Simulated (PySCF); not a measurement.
**Be: excitation energy**

Be [He] 2s2 (1S) → Be [He] 2p2 (3P), as a difference of total energies. All numbers are calculated (PySCF 2.14, the spin-free X2C one-electron Hamiltonian (Gaussian nucleus), in dyall-acv3z). Correlated levels: valence: 1s2 frozen; virtual orbitals above 40 to 60 times the deepest correlated orbital energy dropped. The calculations carry no spin-orbit coupling.

| method | excitation energy (eV) | error (eV) |
| --- | --- | --- |
| UHF | 6.442 | -0.959 |
| MP2 (valence) | 7.071 | -0.330 |
| SCS-MP2 (valence) | 7.340 | -0.061 |
| CCSD (valence) | 7.445 | +0.044 |

Reference: 7.401 eV (measured; NIST levels, between the centres of gravity of the two terms).

Errors of the correlated levels include the incompleteness of this basis and the frozen core.

With two correlated electrons CCSD is exact in that space.
